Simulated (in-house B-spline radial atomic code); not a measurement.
Removing one electron from F-

Closed shell [He] 2s2 2p6. Computed with a B-spline radial code for spherical atoms: Koopmans values of Dirac-Hartree-Fock plus a diagonal self-energy, in second order or with its direct term screened (direct RPA, with the hole-particle interaction, or full time-dependent Hartree-Fock), linearised in energy; no-pair Dirac-Coulomb Hamiltonian, finite nucleus. Shifts add to the Koopmans value (the ΔSCF shift is orbital relaxation alone); the final value takes TDHF screening with Breit and QED.

Command:
```bash
python run_mb.py task.json out
```
Settings (nuclear radius in fm, box in bohr, cutoff in hartree):
```
basis_form          2
Z                   9
core_configuration  [He] 2s2 2p6
rms_radius          2.8976
mass_number         19
speed_of_light      137.036
box_radius          64.98
lmax                7
intervals           70
virtual_cutoff      600.0
```

Time taken, with all properties: 7 s on 1 thread of Arm Neoverse N1, on a shared host.

Energies in eV:

```
subshell  Koopmans  ΔSCF shift  second order  direct RPA  hole-particle    TDHF  Breit + QED  final
   2p3/2     4.889      -3.556             ?           ?              ?       ?            ?      ?
   2p1/2     4.968      -3.585        -3.430      -0.415         -1.347  -1.563       -0.003  3.402
```

Question: What does the self-energy do to 2p3/2?

Answer: It shifts the removal energy by -3.395 eV in second order, -0.401 with direct RPA, -1.328 with the hole-particle term and -1.542 with TDHF screening (quasi-particle weight 0.853); Breit and QED add 0.001 eV. The final value is 3.348 eV, against 3.401 eV (NIST, measured).
